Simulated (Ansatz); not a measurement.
Consider the substitution at a C–Si bond: `CC(=O)[SiH2]N` + `C[SeH]` → `C[Se]C(C)=O` + `N[SiH3]`.

Isolated molecules relaxed with PBE0-D4/def2-TZVP in Ansatz; ΔE leaves out vibrations. CBS: MP2 limit from def2 TZ/QZ plus the TZ coupled-cluster correction, frozen cores. This one scheme is used for every species. For Se outer-core shells are correlated without core-valence functions, which leaves a few kJ/mol of doubt a bond. Scalar relativity is left out up to krypton. One conformer a species, not always the lowest.

`CC(=O)[SiH2]N`:

Cartesian coordinates in Å:
```
C -1.987 0.181 -0.364
C -0.708 -0.491 0.054
O -0.691 -1.636 0.451
Si 0.965 0.483 -0.041
N 2.321 -0.400 0.513
H -2.832 -0.501 -0.265
H -1.904 0.525 -1.400
H -2.153 1.073 0.248
H 0.814 1.712 0.784
H 1.169 0.855 -1.468
H 2.611 -1.210 -0.012
H 2.393 -0.591 1.501
```

`C[SeH]`:

Z-matrix (Å, degrees):
```
C
Se 1 1.949
H 1 1.088 2 110.6
H 1 1.087 2 110.6 3 -123.3
H 1 1.089 2 106.0 3 118.4
H 2 1.468 1 95.4 3 61.7
```

`C[Se]C(C)=O`:

Cartesian coordinates in Å:
```
C 0.183 0.065 1.758
Se -0.667 -1.409 0.816
C -0.536 -0.853 -1.037
C 0.127 0.459 -1.332
O -0.990 -1.581 -1.872
H 0.144 -0.200 2.815
H 1.223 0.173 1.458
H -0.362 0.994 1.606
H -0.394 1.275 -0.828
H 1.159 0.455 -0.973
H 0.113 0.622 -2.410
```

`N[SiH3]`:

```xyz
7

N     1.000    0.108   -0.355
Si   -0.647   -0.012    0.126
H     1.491   -0.717   -0.661
H     1.621    0.725    0.144
H    -1.377   -0.759   -0.930
H    -0.901   -0.712    1.421
H    -1.186    1.367    0.255
```

| species | CCSD(T)/CBS(def2) energy (Eh) |
| --- | --- |
| `CC(=O)[SiH2]N` | -499.28482 |
| `C[SeH]` | -2441.15625 |
| `C[Se]C(C)=O` | -2593.64248 |
| `N[SiH3]` | -346.80422 |

Q: Work out ΔE.

A: ΔE = (-2593.64248) + (-346.80422) − (-499.28482) − (-2441.15625) = -0.00563 Eh = -0.15 eV.

Largest T1 diagnostic among the species: 0.014.

In def2-TZVPP, CCSD(T) changes the Hartree–Fock value by −0.14 eV (the triples alone add −0.05 eV) and MP2 by −0.23 eV. From PBE to PBE0 (25 % exact exchange), in def2-TZVPP and without D4, ΔE moves by +0.06 eV.
